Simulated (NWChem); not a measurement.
CH₃Cd cation; SMILES [Cd+][CH3]

```xyz
5

Cd     0.0000     0.0000    -0.3540
C      0.0000     0.0000     1.7989
H      0.7520     0.7520     2.0668
H      0.2753    -1.0272     2.0668
H     -1.0272     0.2753     2.0668
```
Atoms are numbered in this order, from 1.

Computed with NWChem. The geometry was optimised at PBE0/def2-SVP (def2 core potentials past Kr).

For level Hartree-Fock/STO-3G, non-relativistic:

```yaml
highest occupied level (eV): -13.01
orbital gap (eV): 10.30
```

### Question
What are these values for level Hartree-Fock/3-21G, non-relativistic?

### Answer
The highest occupied level (eV) comes out as -14.94. The orbital gap (eV) is 9.08.
